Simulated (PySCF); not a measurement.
Exercise with solution: dipole moment from atomic charges

ClF3HMoN, SMILES [F][Mo](=[NH])([F])([Cl])[F], multiplicity 1. Atoms are numbered in the order given.

```xyz
7

Mo     0.2369    -0.0453     0.0000
N      0.4796    -1.7112     0.0000
H      0.6060    -2.7229     0.0000
F      0.2067     0.3934     1.8047
F      0.2067     0.3934    -1.8047
F      1.9300     0.7238     0.0000
Cl    -2.0590     0.1769     0.0000
```

Geometry: B3LYP-D3(BJ)/def2-SVP. The spin state was assumed, not searched. The structure was generated by enumeration; whether it is a known compound was not checked. The def2 effective core potentials stand for the cores of Mo; spin–orbit coupling is left out.

Charges (e) from PySCF with M06-2X/def2-TZVP:

```json
[
 {"atom": "Mo1", "ESP fit": "1.446", "Mulliken": "1.906"},
 {"atom": "N2", "ESP fit": "-0.712", "Mulliken": "-0.539"},
 {"atom": "H3", "ESP fit": "0.507", "Mulliken": "0.295"},
 {"atom": "F4", "ESP fit": "-0.354", "Mulliken": "-0.453"},
 {"atom": "F5", "ESP fit": "-0.354", "Mulliken": "-0.453"},
 {"atom": "F6", "ESP fit": "-0.304", "Mulliken": "-0.462"},
 {"atom": "Cl7", "ESP fit": "-0.229", "Mulliken": "-0.295"}
]
```

The dipole moment of the full density is 3.61 D.

Problem. What dipole moment does each set of point charges give, and which comes closer to that of the density?

Solution. 
μ = Σ q r, and 1 e Å = 4.8032 D.
ESP fit: Σ q r = (0.047, -0.767, 0.000) e Å, |μ| = 3.69 D.
Mulliken: Σ q r = (-0.100, -0.710, 0.000) e Å, |μ| = 3.44 D.
ESP fit comes closer in size. Point charges leave out the atoms' own dipoles (lone pairs, polarised bonds); fits to the potential absorb them, partitions of the density don't.
